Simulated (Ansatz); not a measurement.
CH7NOSSi (`NC(S)O[SiH3]`), charge 0, multiplicity 1.

Question: Give a relaxed structure at PBE0-D4/def2-TZVP (Ansatz 0.2.0). (Estimate.)

Answer: The calculation gave: 
Z-matrix (Å, degrees):
```
C
S 1 1.836
O 1 1.391 2 109.2
N 1 1.429 2 110.8 3 122.5
H 1 1.094 2 108.0 3 -119.2
H 2 1.343 1 96.3 3 47.4
Si 3 1.663 1 120.3 2 152.6
H 4 1.013 1 112.3 2 -41.8
H 4 1.010 1 112.7 2 82.8
H 7 1.483 3 103.2 1 168.6
H 7 1.486 3 111.8 1 50.8
H 7 1.484 3 113.2 1 -73.8
```
This is one stationary point; other conformers may exist.
